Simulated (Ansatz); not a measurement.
C2H10N2Si2, SMILES [SiH2](N)/C(=N/[SiH3])C.

Geometry optimised at B3LYP-D3(BJ)/def2-SVP. The structure was generated by enumeration; whether it is a known compound was not checked. The values are those of a single conformer.

Two levels are set side by side: PBE/def2-SVPD (Ansatz, an electronic-structure program) and PBE0/def2-SVPD (Ansatz). Energy differences of separate SCF runs at the same geometry; the states with an electron removed or added have multiplicity 2 and 2. Differences are taken from unrounded values.

| quantity | PBE0 |
|---|---|
| vertical ionisation energy (eV) | 8.41 |
| vertical singlet–triplet gap (eV) | 3.06 |

Task: What does PBE give, and how far is it from PBE0? (The exact figures need the calculation; the answer reports its results.)

Result: 
| quantity | PBE | PBE minus PBE0 |
|---|---|---|
| vertical ionisation energy (eV) | 8.14 | -0.27 |
| vertical singlet–triplet gap (eV) | 3.04 | -0.01 |
